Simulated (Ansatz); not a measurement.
The cluster MoS3⁻. Charge -1, multiplicity 2. Geometry PBE0-D4/def2-SVPD.

```tsv
atom	x (Å)	y (Å)	z (Å)
Mo1	0.295	-0.977	0.642
S2	2.146	-1.016	1.758
S3	-1.001	0.176	-0.677
S4	-1.440	1.817	-1.723
```

In the def2 sets Mo takes a core potential; there is no spin–orbit coupling. At PBE-D4/def2-TZVPD, PBE0-D4/def2-TZVPD, CAM-B3LYP-D4/def2-TZVPD the charge -1 doublet is spin-contaminated (final ⟨S²⟩ up to 1.76, 0.75 for a pure state). No other spin state of charge -1 was run. The geometry of the doublet was relaxed on an unsound state (⟨S²⟩ 1.76, where a pure state has 0.75). Another isomer (doublet) lies 3.43 eV lower at PBE0-D4/def2-TZVPD; other spin states weren't run for this one.

**Question.** Estimate the α-spin orbital energies around the gap (eV) in Ansatz with PBE-D4/def2-TZVPD, PBE0-D4/def2-TZVPD, CAM-B3LYP-D4/def2-TZVPD.

**Answer.** 
| orbital | PBE-D4/def2-TZVPD | PBE0-D4/def2-TZVPD | CAM-B3LYP-D4/def2-TZVPD |
| --- | --- | --- | --- |
| HOMO−5 | -2.84 | -3.98 | -5.26 |
| HOMO−4 | -2.56 | -3.63 | -5.15 |
| HOMO−3 | -1.42 | -2.81 | -4.28 |
| HOMO−2 | -1.28 | -2.53 | -3.63 |
| HOMO−1 | -1.13 | -2.02 | -3.00 |
| HOMO | -0.76 | -1.84 | -2.95 |
| LUMO | 0.15 | 1.13 | 2.22 |
| LUMO+1 | 0.97 | 1.61 | 2.64 |
| LUMO+2 | 1.30 | 1.93 | 2.78 |
| LUMO+3 | 1.76 | 2.50 | 3.15 |
| LUMO+4 | 2.93 | 3.31 | 3.63 |
| LUMO+5 | 2.98 | 3.49 | 3.89 |
| β HOMO | -0.50 | -1.69 | -3.06 |
| β LUMO | 0.50 | 1.46 | 2.10 |
